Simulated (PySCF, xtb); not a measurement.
Si(AsH2)(F)2(H) (AsF₂H₃Si), SMILES F[SiH](F)[AsH2].

GFN2-xTB in xtb at its own geometry gives an orbital gap of 5.08 eV and a dipole moment of 2.52 D.

Geometry optimised at PBE0-D3(BJ)/def2-SVP. The structure was generated by enumeration, and PubChem lists no compound with its InChIKey, so it may never have been made.

Question: What does ωB97X/def2-TZVP run with PySCF give? (The exact figures need the calculation; the answer reports its results.)

Answer: gap 12.26 eV (levels -10.25 and 2.01 eV), dipole 2.00 D.
